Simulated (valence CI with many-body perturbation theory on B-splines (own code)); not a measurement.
**Re61+: electric-dipole lines**

Level of theory: valence CI with perturbative core correlation (CI+MBPT): four valence electrons over a frozen Dirac-Fock core [Ne], radial functions for each j: 11 s, 11 p, 9 d, 7 f, 5 g, 2 h, 1 i, with the one-electron correlation potential Σ1 (screened to all orders), the two-electron term Σ2, the three-electron term Σ3, Breit, model QED; selected single and double excitations, second order for the rest (own B-spline code, finite nucleus).

No measured spectrum was set against this ion. As an estimate, large intervals hold to a few tenths of a per cent, small ones and those within an open d or f shell to about a per cent.

Lines 151 to 200 of 244 in falling wavelength, among levels below 1336.7 eV, chosen from the strongest by gf and those to the six lowest levels. Wavelengths and rates use the calculated energies. Electric multipoles are in the length gauge, E1 and E2 with the static RPA response of the core. Weak lines are less certain than strong ones. Lines between different terms over intervals too small for the method are left out, as are lines whose strength nearly cancels. The highest levels of a list are the least certain.

Levels are named by their leading jj configuration (3d3/2^4 stands for four electrons in 3d with j = 3/2), which in mixed levels can hold well under half, so a name can repeat and another be missing. Letters in brackets count levels of one name in rising energy.

```csv
λ vac (nm),Upper,Lower,A (s⁻¹),S (a.u.)
2.136,(3s 3p1/2 3p3/2^2) J=2 [b],(3s^2 3p1/2 3p3/2) J=1,2.85e+10,6.86e-04
2.135,(3s 3p1/2 3p3/2^2) J=1 [a],(3s^2 3p1/2 3p3/2) J=1,1.24e+12,1.79e-02
2.134,(3s 3p1/2 3p3/2 3d5/2) J=1 [c],(3s^2 3p1/2 3d5/2) J=2,5.58e+11,8.03e-03
2.133,(3s 3p1/2 3p3/2 3d5/2) J=3 [d],(3s^2 3p1/2 3d5/2) J=3,1.25e+12,4.20e-02
2.131,(3s 3p1/2 3p3/2 3d3/2) J=3 [c],(3s^2 3p1/2 3d3/2) J=2,2.46e+12,8.23e-02
2.129,(3s 3p1/2 3p3/2 3d5/2) J=2 [c],(3s^2 3p1/2 3d5/2) J=3,2.92e+11,6.96e-03
2.129,(3s 3p1/2 3p3/2 3d5/2) J=3 [d],(3s^2 3p1/2 3d5/2) J=2,2.75e+11,9.16e-03
2.127,(3s 3p1/2 3p3/2^2) J=1 [b],(3s^2 3p1/2 3p3/2) J=2,2.69e+12,3.84e-02
2.125,(3s 3p1/2 3p3/2 3d3/2) J=1 [c],(3s^2 3p1/2 3d3/2) J=2,2.95e+12,4.19e-02
2.125,(3s 3p1/2 3p3/2 3d5/2) J=2 [c],(3s^2 3p1/2 3d5/2) J=2,5.02e+11,1.19e-02
2.117,(3s 3p1/2 3p3/2 3d3/2) J=3 [a],(3s 3p1/2^2 3p3/2) J=2,4.81e+10,1.58e-03
2.104,(3s 3p1/2 3p3/2 3d3/2) J=2 [c],(3s 3p1/2^2 3p3/2) J=1,8.19e+10,1.88e-03
2.101,(3s 3p1/2 3p3/2 3d5/2) J=2 [d],(3s^2 3p1/2 3d5/2) J=3,2.20e+12,5.03e-02
2.100,(3s 3p1/2 3p3/2 3d3/2) J=2 [b],(3s 3p1/2^2 3p3/2) J=2,4.89e+11,1.12e-02
2.096,(3s 3p1/2 3p3/2 3d5/2) J=2 [d],(3s^2 3p1/2 3d5/2) J=2,5.76e+11,1.31e-02
2.093,(3s 3p1/2 3p3/2^2) J=1 [b],(3s^2 3p1/2 3p3/2) J=1,9.16e+11,1.24e-02
2.064,(3s 3p1/2 3p3/2 3d3/2) J=1 [b],(3s 3p1/2^2 3p3/2) J=1,9.29e+10,1.21e-03
2.057,(3s 3p1/2 3p3/2 3d3/2) J=2 [d],(3s 3p1/2^2 3p3/2) J=1,1.01e+11,2.17e-03
2.043,(3s 3p1/2 3p3/2 3d3/2) J=1 [c],(3s 3p1/2^2 3p3/2) J=1,1.11e+11,1.40e-03
2.038,(3s 3p1/2 3p3/2 3d3/2) J=1 [d],(3s^2 3p1/2 3d3/2) J=2,1.38e+11,1.73e-03
2.034,(3s^2 3d3/2^2) J=2,(3s^2 3p1/2 3d3/2) J=1,2.66e+12,5.53e-02
2.031,(3s 3p1/2 3p3/2 3d3/2) J=2 [e],(3s^2 3p1/2 3d3/2) J=2,1.21e+12,2.49e-02
2.009,(3s 3p1/2 3p3/2 3d3/2) J=2 [c],(3s 3p1/2^2 3p3/2) J=2,3.85e+11,7.71e-03
2.001,(3s 3p1/2 3p3/2 3d5/2) J=2 [b],(3s^2 3p1/2 3d3/2) J=1,2.09e+12,4.12e-02
1.988,(3s^2 3p3/2 3d3/2) J=3,(3s^2 3p1/2 3p3/2) J=2,2.49e+12,6.75e-02
1.987,(3s 3p1/2 3p3/2 3d3/2) J=3 [b],(3s 3p1/2^2 3p3/2) J=2,2.33e+12,6.31e-02
1.981,(3s^2 3d3/2 3d5/2) J=3,(3s^2 3p1/2 3d5/2) J=3,2.63e+12,7.07e-02
1.977,(3s^2 3d3/2 3d5/2) J=3,(3s^2 3p1/2 3d5/2) J=2,1.52e+12,4.06e-02
1.973,(3s^2 3p3/2 3d3/2) J=2,(3s^2 3p1/2 3p3/2) J=2,3.85e+12,7.29e-02
1.973,(3s 3p1/2 3p3/2 3d3/2) J=1 [b],(3s 3p1/2^2 3p3/2) J=2,2.51e+12,2.86e-02
1.971,(3s^2 3p3/2 3d3/2) J=1,(3s^2 3p1/2 3p3/2) J=2,3.94e+11,4.47e-03
1.966,(3s 3p1/2 3p3/2 3d3/2) J=2 [d],(3s 3p1/2^2 3p3/2) J=2,3.43e+12,6.42e-02
1.962,(3s 3p1/2 3p3/2 3d3/2) J=1 [d],(3s 3p1/2^2 3p3/2) J=1,4.53e+12,5.06e-02
1.958,(3s 3p1/2 3p3/2 3d3/2) J=3 [c],(3s 3p1/2^2 3p3/2) J=2,1.88e+11,4.89e-03
1.957,(3s 3p1/2 3p3/2 3d5/2) J=2 [a],(3s^2 3p1/2 3d3/2) J=2,3.19e+09,5.90e-05
1.956,(3s 3p1/2 3p3/2 3d3/2) J=2 [e],(3s 3p1/2^2 3p3/2) J=1,1.54e+12,2.84e-02
1.953,(3s 3p1/2 3p3/2 3d3/2) J=1 [c],(3s 3p1/2^2 3p3/2) J=2,1.56e+11,1.72e-03
1.947,(3s 3p1/2 3p3/2 3d3/2) J=0 [b],(3s 3p1/2^2 3p3/2) J=1,2.81e+12,1.03e-02
1.946,(3s^2 3d3/2^2) J=0,(3s^2 3p1/2 3d3/2) J=1,6.56e+12,2.38e-02
1.944,(3s^2 3p3/2 3d3/2) J=2,(3s^2 3p1/2 3p3/2) J=1,1.61e+12,2.91e-02
1.942,(3s^2 3p3/2 3d3/2) J=1,(3s^2 3p1/2 3p3/2) J=1,3.93e+12,4.26e-02
1.939,(3s^2 3p3/2 3d3/2) J=0,(3s^2 3p1/2 3p3/2) J=1,3.63e+12,1.31e-02
1.937,(3s^2 3p1/2 3d3/2) J=1,(3s^2 3p1/2^2) J=0,5.16e+12,5.55e-02
1.927,(3s 3p1/2 3p3/2 3d5/2) J=3 [a],(3s^2 3p1/2 3d3/2) J=2,8.46e+08,2.09e-05
1.915,(3s 3p1/2 3p3/2 3d5/2) J=0,(3s^2 3p1/2 3d3/2) J=1,1.97e+12,6.85e-03
1.895,(3s 3p1/2 3p3/2 3d5/2) J=3 [b],(3s^2 3p1/2 3d3/2) J=2,2.21e+09,5.20e-05
1.895,(3s^2 3d3/2^2) J=2,(3s^2 3p1/2 3d3/2) J=2,1.50e+12,2.51e-02
1.894,(3s 3p1/2 3p3/2 3d5/2) J=1 [a],(3s^2 3p1/2 3d3/2) J=2,2.62e+10,2.63e-04
1.887,(3s 3p1/2 3p3/2 3d5/2) J=2 [a],(3s 3p1/2^2 3p3/2) J=1,2.25e+10,3.72e-04
1.879,(3s 3p1/2 3p3/2 3d3/2) J=1 [d],(3s 3p1/2^2 3p3/2) J=2,1.63e+10,1.60e-04
```
